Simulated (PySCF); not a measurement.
Field gradients from PBE0/pcSseg-1 densities (PySCF, non-relativistic) at GFN2-xTB geometries, isolated species, one conformer each; χzz is the principal value of largest magnitude, with Q(14N) = 0.02044 b, Q(17O) = −0.0256 b. GFN2-xTB bond lengths can be off by several hundredths of an ångström, more for odd bonds, and the gradients follow them. With so small a basis the couplings can be 20 % off.

Problem. These 14N couplings (χzz in MHz, η) are listed in rising order: (-6.217, 0.05); (-5.633, 0.01); (-4.959, 0.62); (-4.749, 0.77); (-4.443, 0.11); (-4.247, 0.02). Assign them to: N8 (pyridine-type nitrogen) in `[CH3:1][CH2:2][c:3]1[n:4][nH:5][c:6]([CH3:7])[n:8]1`; N11 (nitrile nitrogen) in `[CH3:1][N:2]([CH3:3])[c:4]1[cH:5][n:6][cH:7][p:8][c:9]1[C:10]#[N:11]`; the cyano nitrogen of `C#CC[Si@](C)(C#N)C(F)F`; N5 (secondary amine nitrogen) in `[CH3:1][NH:2][SiH:3]1[CH2:4][NH:5][CH2:6]1`; N8 (pyridine-type nitrogen) in `[CH3:1][CH2:2][n:3]1[cH:4][c:5]([CH3:6])[n:7][n:8]1`; N8 (pyridine-type nitrogen) in `[CH3:1][c:2]1[n:3][c:4]([CH3:5])[n:6]([CH3:7])[n:8]1`.

Solution. -6.217 MHz, η 0.05: N5 (secondary amine nitrogen) in `[CH3:1][NH:2][SiH:3]1[CH2:4][NH:5][CH2:6]1`; -5.633 MHz, η 0.01: the cyano nitrogen of `C#CC[Si@](C)(C#N)C(F)F`; -4.959 MHz, η 0.62: N8 (pyridine-type nitrogen) in `[CH3:1][CH2:2][n:3]1[cH:4][c:5]([CH3:6])[n:7][n:8]1`; -4.749 MHz, η 0.77: N8 (pyridine-type nitrogen) in `[CH3:1][c:2]1[n:3][c:4]([CH3:5])[n:6]([CH3:7])[n:8]1`; -4.443 MHz, η 0.11: N11 (nitrile nitrogen) in `[CH3:1][N:2]([CH3:3])[c:4]1[cH:5][n:6][cH:7][p:8][c:9]1[C:10]#[N:11]`; -4.247 MHz, η 0.02: N8 (pyridine-type nitrogen) in `[CH3:1][CH2:2][c:3]1[n:4][nH:5][c:6]([CH3:7])[n:8]1`.

Problem. These 17O couplings (χzz in MHz, η) are listed in rising order: (-11.68, 0.86); (-4.485, 0.08); (9.903, 0.08). Assign them to: the amide oxygen of `CC(=O)N/C=C/F`; O1 (oxygen bonded to P) in `[O:1]=[P@:2]([O-:3])([OH:4])[c:5]1[cH:6][cH:7][n:8][cH:9][cH:10]1`; the ether oxygen of `CO[C@@H](F)CC#N`.

Solution. -11.68 MHz, η 0.86: the ether oxygen of `CO[C@@H](F)CC#N`; -4.485 MHz, η 0.08: O1 (oxygen bonded to P) in `[O:1]=[P@:2]([O-:3])([OH:4])[c:5]1[cH:6][cH:7][n:8][cH:9][cH:10]1`; 9.903 MHz, η 0.08: the amide oxygen of `CC(=O)N/C=C/F`.

All sites together:

| nucleus | site | Vzz (au) | η | χzz (MHz) |
| --- | --- | --- | --- | --- |
| 14N | N8 (pyridine-type nitrogen) in [CH3:1][CH2:2][c:3]1[n:4][nH:5][c:6]([CH3:7])[n:8]1 | -0.884 | 0.02 | -4.247 |
| 14N | N11 (nitrile nitrogen) in [CH3:1][N:2]([CH3:3])[c:4]1[cH:5][n:6][cH:7][p:8][c:9]1[C:10]#[N:11] | -0.925 | 0.11 | -4.443 |
| 14N | the cyano nitrogen of C#CC[Si@](C)(C#N)C(F)F | -1.173 | 0.01 | -5.633 |
| 14N | N5 (secondary amine nitrogen) in [CH3:1][NH:2][SiH:3]1[CH2:4][NH:5][CH2:6]1 | -1.295 | 0.05 | -6.217 |
| 14N | N8 (pyridine-type nitrogen) in [CH3:1][CH2:2][n:3]1[cH:4][c:5]([CH3:6])[n:7][n:8]1 | -1.033 | 0.62 | -4.959 |
| 14N | N8 (pyridine-type nitrogen) in [CH3:1][c:2]1[n:3][c:4]([CH3:5])[n:6]([CH3:7])[n:8]1 | -0.989 | 0.77 | -4.749 |
| 17O | the amide oxygen of CC(=O)N/C=C/F | -1.646 | 0.08 | 9.903 |
| 17O | O1 (oxygen bonded to P) in [O:1]=[P@:2]([O-:3])([OH:4])[c:5]1[cH:6][cH:7][n:8][cH:9][cH:10]1 | 0.746 | 0.08 | -4.485 |
| 17O | the ether oxygen of CO[C@@H](F)CC#N | 1.943 | 0.86 | -11.68 |
